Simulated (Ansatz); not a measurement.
`COB(O)O` and `OB(O)F` differ in one atom or group.

Ansatz, PBE0-D4/def2-TZVP geometries, multiplicity 1. Each molecule was computed in one conformer, which needn't be the lowest.

| property | `COB(O)O` |
| --- | --- |
| LUMO energy (B3LYP/def2-TZVPP) / eV | 0.36 |
| LUMO energy (ωB97M-V/def2-TZVPP) / eV | 2.08 |
| HOMO energy (PBE0/def2-TZVPP) / eV | -8.43 |
| HOMO energy (ωB97M-V/def2-TZVPP) / eV | -10.85 |
| LUMO energy (PBE0/def2-TZVPP) / eV | 0.75 |
| HOMO–LUMO gap (B3LYP/def2-TZVPP) / eV | 8.55 |

Task: Give the same properties after the change, and the shifts. (An estimate is asked.)

Result: Ansatz gave: 
```csv
property,`OB(O)F`,shift
LUMO energy (B3LYP/def2-TZVPP) / eV,0.03,-0.33
LUMO energy (ωB97M-V/def2-TZVPP) / eV,1.77,-0.31
HOMO energy (PBE0/def2-TZVPP) / eV,-9.74,-1.31
HOMO energy (ωB97M-V/def2-TZVPP) / eV,-12.21,-1.36
LUMO energy (PBE0/def2-TZVPP) / eV,0.44,-0.31
HOMO–LUMO gap (B3LYP/def2-TZVPP) / eV,9.49,0.94
```

With PBE0 the HOMO falls by 1.31 eV and the LUMO falls by 0.31 eV, so the gap widens by about 1.00 eV. PBE moves the HOMO by -1.16 eV and ωB97M-V by -1.36 eV. The zero-point energy changes by -105.7 kJ/mol with -12 modes.

B3LYP here is the variant with VWN-RPA as its local correlation; programs differ in this.
